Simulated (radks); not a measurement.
Neutral hydrogen inside a hard spherical wall (all orbitals vanish at R), configuration held at 1s1 and not refilled when levels cross. Calculated with a radial shooting solver on a logarithmic mesh with Libxc functionals: scalar-relativistic Kohn-Sham, PBE, spin-polarised, spherical densities, point nucleus; open shells are filled with parallel spins first. Eigenvalues in eV for spin up, with the zero of energy where the potential of the charges vanishes at infinity; a dash marks a level that is unbound or too diffuse for the functional's potential to be trusted. A positive occupied level is held by the wall or, in an anion where self-interaction has pushed it up, behind a barrier. The pressure on the wall is -dE/dV.

R (bohr),E (hartree),kinetic (hartree),e(1s),"e(2s, empty)","e(2p, empty)",pressure (GPa)
free,-0.50000,0.495,-7.595,-,-,0
20,-0.50000,0.495,-7.595,-,-,< 0.0001
12,-0.50000,0.495,-7.594,0.481,0.762,< 0.0001
10,-0.49999,0.495,-7.594,0.920,1.096,0.000128
7,-0.49970,0.497,-7.558,3.159,2.547,0.0204
6,-0.49876,0.504,-7.473,5.237,3.763,0.113
5,-0.49498,0.524,-7.205,9.220,5.966,0.653
3,-0.41707,0.772,-3.656,37.745,20.821,31.4
2.5,-0.32537,0.987,-0.199,59.431,31.960,100
2,-0.11173,1.407,7.178,101.06,53.306,381
1.5,0.45625,2.345,25.382,194.48,101.18,1950
